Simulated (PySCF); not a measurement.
Ligands exchanged one at a time, Sn Cl-C2H5. Isolated molecules, 0 K electronic values unless said otherwise. One relaxed conformer stands for each flexible species; it need not be the lowest. Strings in code marks are SMILES.

The T1 excitation (TDA) from two functionals at the same geometries (PBE0-D3(BJ)/def2-SVP), both in PySCF: PBE-D3(BJ)/def2-TZVP and ωB97X-D3(BJ)/def2-TZVP. Excitations are Tamm–Dancoff values on a coarser integration grid. The basis has no diffuse functions, so Rydberg states are missing or too high.

```
species                                                                                                      ωB97X-D3(BJ)/def2-TZVP (eV)
-----------------------------------------------------------------------------------------------------------  ---------------------------
1 of 4 Cl replaced by C2H5                                                                                                          5.21
2 of 4 Cl replaced by C2H5 (`C[CH2][Sn]([Cl])([Cl])[CH2]C` (C–C–Sn–Cl torsion 56°, Cl–Sn–C–C torsion -56°))                         5.64
4 of 4 Cl replaced by C2H5                                                                                                          6.56
```

What does PBE-D3(BJ)/def2-TZVP give for each?


- 1 of 4 Cl replaced by C2H5: 4.15
- 2 of 4 Cl replaced by C2H5 (`C[CH2][Sn]([Cl])([Cl])[CH2]C` (C–C–Sn–Cl torsion 56°, Cl–Sn–C–C torsion -56°)): 4.60
- 4 of 4 Cl replaced by C2H5: 5.48
Over these rows, drawn at random from the members with no instability flagged (it was tested for open shells, ions and some series alone), PBE minus ωB97X-D3(BJ): mean -1.06 eV, from -1.08 eV to -1.03 eV.
